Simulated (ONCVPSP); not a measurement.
# What one change does to a pseudopotential (Xe, ONCV)

xenon, optimised norm-conserving Vanderbilt (ONCV), made with ONCVPSP 4.0.1 (BLYP, fully relativistic). Core [Ar] 3d10, reference 4s2 4p6 4d10 5s2 5p5.75 (charge +0.25). Waves: 4s+5s: rc 1.30 bohr, ncon 5, nbas 10, qcut 10.2 1/bohr, 3 projectors, debl 3.7 Ha; 4p+5p: rc 1.20 bohr, ncon 4, nbas 8, qcut 10.5 1/bohr, 2 projectors; 4d: rc 1.25 bohr, ncon 5, nbas 10, qcut 12 1/bohr, 2 projectors, debl 1.5 Ha. Local part: polynomial inside 1.15 bohr (lpopt 5, dvloc0 0 Ha). Core correction: polynomial model core, fcfact 0.75.

Open shells are filled in proportion to 2j + 1.

In the d channel the program set the typed energies aside and used -2.229, 0.250 Ha (j = l + 1/2; the other j can differ).

Change: all radii but the core radius scaled by about 1.28 (s 1.66, p 1.54, d 1.60 bohr); local potential polynomial inside 1.46 bohr (lpopt 5, dvloc0 0 Ha).

Cutoffs: the cutoffs (Ha) at which the residual kinetic energy of the hardest occupied pseudo-wave falls to 1 and 0.1 mHa per electron; they do not see the model core or the augmentation charge, which bear on the density cutoff. Errors are all-electron minus pseudo energies relative to the spin-unpolarised reference configuration.

How do hardness, ghosts and transferability respond?

The potential gets softer (56 Ha and 64 Ha → 48 Ha and 55 Ha); of the 4 tests that both files solve, the error grows in 0 and shrinks in 3 by more than 15 % and 0.3 meV (median size 1.2 → 0.2 meV); neither file shows a bound ghost. A larger radius leaves more room for a smooth pseudo-wave, so fewer plane waves are needed. That the errors move this way runs against the usual rule that smaller radii transfer better.

| quantity | base | changed |
| --- | --- | --- |
| cutoff, loose | 56 Ha | 48 Ha |
| cutoff, tight | 64 Ha | 55 Ha |
| loose cutoff by channel | s 41 Ha, p 32 Ha, d 56 Ha | s 31 Ha, p 34 Ha, d 48 Ha |
| bound ghosts | none | none |
| GHOST(+) flags under 300 eV | none | none |
| error for 4s2 4p6 4d10 5s2 5p6, meV [ΔE -2.28 eV] | -0.2 | 0.0 |
| error for 4s2 4p6 4d10 5s2 5p5, meV [ΔE 10.10 eV] | +0.7 | +0.1 |
| error for 4s2 4p6 4d10 5s2 5p4, meV [ΔE 31.71 eV] | +1.7 | +0.3 |
| error for 4s2 4p6 4d10 5s2 5p3, meV [ΔE 63.32 eV] | +2.7 | +0.4 |
| rms error of d²Exc/dni dnj with the model core, mHa | 3.59 | 3.27 |
